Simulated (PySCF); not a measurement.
Compound: C3H5NOSi.
Structure used (PBE0-D3(BJ)/def2-SVP), in Å, numbered top down from 1:
```
atom  x, y, z in Å
C1     2.338   -0.207    0.301
C2     1.093    0.108   -0.046
O3     0.007   -0.455    0.549
Si4   -1.544   -0.556   -0.028
C5    -2.034    1.119   -0.683
N6    -2.317    2.165   -1.096
H7     2.537   -0.951    1.075
H8     3.176    0.293   -0.185
H9     0.874    0.863   -0.813
H10   -2.423   -0.895    1.112
H11   -1.671   -1.508   -1.161
```

Computed with PySCF 2.14.0, PBE0-D3(BJ)/def2-SVP geometry optimisation, gas phase.

Masses are those of the commonest isotopes; rigid-rotor values at the optimised geometry. The values belong to one conformer with, in the numbering `[CH2:1]=[CH:2][O:3][SiH2:4][C:5]#[N:6]`, C1–C2–O3–Si4 -159°, C2–O3–Si4–C5 -47°.

(1) Give the principal moments of inertia and the rotational constants in GHz.

(2) Classify the top.

(3) What does the inertial defect say?

(4) Give the other two planar moments, Paa and Pbb, and the rms extents of the mass along the axes.

(5) List the rotational levels J(Ka,Kc) to J = 2 (K).

(6) Predict some low-J microwave lines.

(7) Estimate the classical rotational partition function at 25 K, 50 K and 200 K.

Results:

(1) Ia = 88.49, Ib = 309.17, Ic = 386.28 u·Å²; 505379 MHz·u·Å²/I gives 5711, 1635 and 1308 MHz, that is A = 5.7114, B = 1.6346, C = 1.3083 GHz.

(2) An asymmetric top; Ray's κ = -0.852.

(3) Not planar: Δ = Ic − Ia − Ib = -11.38 u·Å². For a rigid frame Δ = −2 Σ m c², so Σ m c² = 5.69 u·Å² lies off the ab plane: 3.58 from hydrogen and 2.11 from heavier atoms. The atom farthest from that plane is 1.51 Å away.

(4) Paa = Σ m a² = (Ib + Ic − Ia)/2 = 303.48 and Pbb = Σ m b² = (Ia + Ic − Ib)/2 = 82.80 u·Å². With the mass M = 99.01 u, the rms extents √(P/M) along a, b and c are 1.75, 0.91, 0.24 Å.

(5) Above 0(0,0), as E/k:
J = 1: 1(0,1) 0.141, 1(1,1) 0.337, 1(1,0) 0.353
J = 2: 2(0,2) 0.423, 2(1,2) 0.604, 2(1,1) 0.651, 2(2,1) 1.238, 2(2,0) 1.239

(6) The dipole components are |μa| = 1.43 D, |μb| = 1.93 D, |μc| = 0.73 D. The squared components, which scale the intensities, stand as 0.55 : 1.00 : 0.14 (a : b : c). Some lines, for components of 0.1 D or more:

```csv
type,branch,"J(Ka,Kc)",MHz,lower level (cm⁻¹)
a,Q,"1(1,0) ← 1(1,1)",326,0.234
a,Q,"2(1,1) ← 2(1,2)",979,0.420
b,R,"2(0,2) ← 1(1,1)",1790,0.234
c,Q,"3(1,3) ← 3(0,3)",3343,0.586
c,Q,"2(1,2) ← 2(0,2)",3769,0.294
a,R,"2(1,2) ← 1(1,1)",5560,0.234
b,R,"1(1,1) ← 0(0,0)",7020,0.000
c,R,"1(1,0) ← 0(0,0)",7346,0.000
a,R,"3(1,3) ← 2(1,2)",8328,0.420
a,R,"3(0,3) ← 2(0,2)",8754,0.294
a,R,"3(2,2) ← 2(2,1)",8829,0.860
a,R,"3(2,1) ← 2(2,0)",8904,0.861
c,R,"2(1,1) ← 1(0,1)",10615,0.098
c,Q,"2(2,1) ← 2(1,1)",12230,0.452
b,Q,"2(2,0) ← 2(1,1)",12249,0.452
b,Q,"3(2,2) ← 3(1,3)",13710,0.697
c,R,"2(2,1) ← 1(1,1)",18769,0.234
b,R,"3(2,2) ← 2(1,1)",21059,0.452
b,Q,"3(3,0) ← 3(2,1)",21118,1.158
b,R,"3(2,1) ← 2(1,2)",22132,0.420
b,R,"3(3,0) ← 2(2,1)",30040,0.860
```

(7) Point group C1, symmetry number σ = 1; q = (√π/σ)·√((kT/h)³/(ABC)), k/h = 20836.6 MHz/K: 6030 at 25 K, 17100 at 50 K, 136000 at 200 K.

No PBE0-D3(BJ)/def2-SVP frequencies stand behind this structure, so it isn't proved a minimum. Constants of a rigid frame at the computed geometry: no zero-point averaging, no centrifugal distortion. Quadrupole hyperfine structure (14N) is left out.
